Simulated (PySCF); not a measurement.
Br2Hf, SMILES [Br][Hf][Br], multiplicity 1.

The structure is a stationary point at PBE-D3(BJ)/def2-SVP. The spin state was assumed, not searched. The def2 effective core potentials stand for the cores of Hf; spin–orbit coupling is left out.

Two levels are set side by side: TDDFT-PBE/def2-SVPD (PySCF) and TDDFT-ωB97X/def2-SVPD (PySCF). Vertical, same geometry. The lowest singlet is HOMO→LUMO 104 % with PBE and HOMO→LUMO+1 108 % with the other functional; states are paired by order. Differences are taken from unrounded values.

```tsv
quantity	TDDFT-ωB97X	TDDFT-PBE	TDDFT-PBE minus TDDFT-ωB97X
lowest singlet excitation (eV)	1.32	1.43	0.11
lowest triplet excitation (TDA) (eV)	0.27	0.11	-0.16
```

Rough cost on one machine, each run with all the roots and properties that it gave: TDDFT-ωB97X against TDDFT-PBE about 9 times.
